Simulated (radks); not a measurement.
Problem. Isoelectronic series with 7 electrons, each ion in its NIST ground configuration. Method: scalar-relativistic Kohn-Sham, SCAN, spin-polarised, spherical densities, finite nucleus; open shells are filled with parallel spins first; meta-GGA in the generalised Kohn-Sham scheme; Fermi nuclear charge, rms radius of each element as measured or else 0.836 A^(1/3) + 0.57 fm; computed with a radial shooting solver on a logarithmic mesh with Libxc functionals. Total energies (hartree) and mean radii <r> (bohr):

ion    configuration  E (hartree)   2p up  2s down   2s up
F2+     [He] 2s2 2p3    -97.90743  0.8755   0.9427  0.9041
Mg5+    [He] 2s2 2p3   -187.40135  0.5676   0.6377  0.6205
Ar11+   [He] 2s2 2p3   -455.20566  0.3354   0.3871  0.3809

Estimate the row of K12+ ([He] 2s2 2p3).

Solution. E (hartree) -511.42836; 2p up 0.3141; 2s down 0.3632; 2s up 0.3578.
